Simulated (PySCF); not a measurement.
**How methods differ on the ionisation energy of Cr**

Cr [Ar] 3d5 4s1 (7S) → Cr⁺ [Ar] 3d5 (6S), as a difference of total energies. All numbers are calculated (PySCF 2.14, no relativity, point nucleus, in cc-pVTZ (7s6p4d2f1g, 68 functions)). Correlated levels: valence: [Ar] frozen. The calculations carry no spin-orbit coupling.

| method | ionisation energy (eV) |
| --- | --- |
| UHF | 5.903 |
| LDA | 7.471 |
| MN15 | 6.598 |
| MP2 (valence) | 6.362 |
| SCS-MP2 (valence) | 6.056 |

Task: How much does correlation contribute at MP2 (valence)?

Result: 6.362 − (5.903) = 0.459 eV, measured against UHF.

These non-relativistic numbers lack the scalar-relativistic shift.

Errors of the correlated levels include the incompleteness of this basis and the frozen core.

For comparison: 6.767 eV (measured; NIST Atomic Spectra Database, ionization energies).
